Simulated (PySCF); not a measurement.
SCF from a fresh guess for quartet TcF₃⁺, at the PBE0 minimum. PySCF input:

```python
from pyscf import gto, scf, dft
mol = gto.M(atom='''
Tc    -0.000000    -0.000000    -0.000000
F     -0.000868    -0.000000     1.764968
F      1.528941    -0.000000    -0.881732
F     -1.528073     0.000000    -0.883236''',
    basis={'Tc': 'def2-SVP', 'F': 'def2-SVP'},
    ecp={'Tc': 'def2-SVP'},
    charge=1, spin=3)
mf = dft.UKS(mol, xc='PBE0')
mf.grids.atom_grid = (50, 194)
aux = {'Tc': 'def2-universal-JKFIT', 'F': 'def2-universal-JKFIT'}
mf = mf.density_fit(auxbasis=aux)
mf.conv_tol = 1e-08
mf.diis_space = 10
mf.max_cycle = 60
mf.init_guess = 'minao'
mf.verbose = 4
mf.kernel()
```

Excerpt of the output (cycles alone):

```
init E= -371.402113575375
cycle= 1 E= -379.22511158085  delta_E= -7.82  |g|= 0.826  |ddm|= 2.25
cycle= 2 E= -376.226764801135  delta_E=    3  |g|=  2.9  |ddm|=  2.2
cycle= 3 E= -379.495541608609  delta_E= -3.27  |g|= 0.0694  |ddm|= 1.74
cycle= 4 E= -379.497025743907  delta_E= -0.00148  |g|= 0.0382  |ddm|= 0.114
cycle= 5 E= -379.497836433704  delta_E= -0.000811  |g|= 0.00423  |ddm|= 0.0428
cycle= 6 E= -379.497872358758  delta_E= -3.59e-05  |g|= 0.00255  |ddm|= 0.0107
cycle= 7 E= -379.497876813431  delta_E= -4.45e-06  |g|= 0.00298  |ddm|= 0.0051
cycle= 8 E= -379.497880869928  delta_E= -4.06e-06  |g|= 0.000557  |ddm|= 0.00289
cycle= 9 E= -379.497881094574  delta_E= -2.25e-07  |g|= 0.000114  |ddm|= 0.00101
cycle= 10 E= -379.497881100546  delta_E= -5.97e-09  |g|= 6.08e-06  |ddm|= 0.000115
Extra cycle  E= -379.497881100575  delta_E= -2.84e-11  |g|= 6e-06  |ddm|= 1.39e-05
converged SCF energy = -379.497881100575  <S^2> = 3.7614986  2S+1 = 4.0057452
```

No lower solution of this spin was found from smeared starts or by a stability analysis within the unrestricted form.

Other spin states or occupations of the open shell can lie lower.

The search for the lowest solution, 3 starts and the stability check together, took 14 s on 2 threads of a shared Arm Neoverse N1 host, with 73 basis functions; the process peaked at 0.4 GiB. Launch command: `OMP_NUM_THREADS=2 python axn.py task.json out`.
